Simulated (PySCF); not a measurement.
Job for PySCF: D3(BJ) and D4 dispersion corrections on CH4N2O (a complex), monomers drawn apart or pushed together.

```python
from pyscf import gto
from pyscf.dispersion import dftd3, dftd4

mol = gto.M(
    atom='''
    N     0.32021269    0.45340835   -0.17874948
    N    -0.02607307    0.68265078    0.82942213
    C     0.22563428   -0.28897035    4.08493115
    O    -1.02286993    0.19217692    3.61272659
    H     0.70955307   -0.95973267    3.36551373
    H     0.02601343   -0.85217190    4.99571255
    H     0.91846180    0.52487535    4.32766464
    H    -0.87224729    0.67196026    2.79238469
    ''',
    basis='def2-svp',
    charge=0, spin=0, verbose=0, max_memory=1800)
d3, d4 = {}, {}
for xc in ['hf', 'pbe', 'blyp', 'revpbe', 'tpss', 'r2scan', 'b3lyp', 'pbe0', 'bhlyp', 'camb3lyp', 'b2plyp']:
    d3[xc] = float(dftd3.DFTD3Dispersion(mol, xc=xc, version='d3bj', atm=False).get_dispersion()['energy'])
    print(f'D3(BJ) {xc:10s} {d3[xc]:14.8f} Eh')
for xc in ['hf', 'pbe', 'blyp', 'revpbe', 'tpss', 'r2scan', 'b3lyp', 'pbe0', 'bhlyp', 'camb3lyp', 'b2plyp']:
    d4[xc] = float(dftd4.DFTD4Dispersion(mol, xc={'camb3lyp': 'cam-b3lyp'}.get(xc, xc), atm=True).get_dispersion()['energy'])
    print(f'D4     {xc:10s} {d4[xc]:14.8f} Eh')
```

Output:

```
D3(BJ) hf            -0.02858416 Eh
D3(BJ) pbe           -0.00345456 Eh
D3(BJ) blyp          -0.00690093 Eh
D3(BJ) revpbe        -0.00897926 Eh
D3(BJ) tpss          -0.00422296 Eh
D3(BJ) r2scan        -0.00100938 Eh
D3(BJ) b3lyp         -0.00559272 Eh
D3(BJ) pbe0          -0.00289577 Eh
D3(BJ) bhlyp         -0.00415268 Eh
D3(BJ) camb3lyp      -0.00247646 Eh
D3(BJ) b2plyp        -0.00246937 Eh
D4     hf            -0.01052048 Eh
D4     pbe           -0.00279869 Eh
D4     blyp          -0.00614764 Eh
D4     revpbe        -0.00987881 Eh
D4     tpss          -0.00376533 Eh
D4     r2scan        -0.00078897 Eh
D4     b3lyp         -0.00436444 Eh
D4     pbe0          -0.00236688 Eh
D4     bhlyp         -0.00293304 Eh
D4     camb3lyp      -0.00235405 Eh
D4     b2plyp        -0.00197008 Eh
```

The run finished.

Cost: around 0.04 core-seconds (rough).
